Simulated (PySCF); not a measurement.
Z-matrix (Å, degrees):
```
Hf
F 1 1.8970
F 1 1.8970 2 107.93
Cl 1 2.3450 2 109.42 3 -118.98
Cl 1 2.3450 2 109.41 3 118.98
```
Charge 0, multiplicity 1.

**Question.** What total energy, HOMO–LUMO gap, LUMO, dipole moment and charge on the central atom (Mulliken) does TPSSh-D3(BJ)/def2-TZVP // r2SCAN-D4/def2-SVP (PySCF) give?

**Answer.** 
```json
{
 "total_energy": "-31798.95 eV",
 "HOMO–LUMO gap": "6.94 eV",
 "LUMO": "-2.13 eV",
 "dipole_moment": "0.01 D",
 "charge on the central atom (Mulliken)": "1.49 e"
}
```
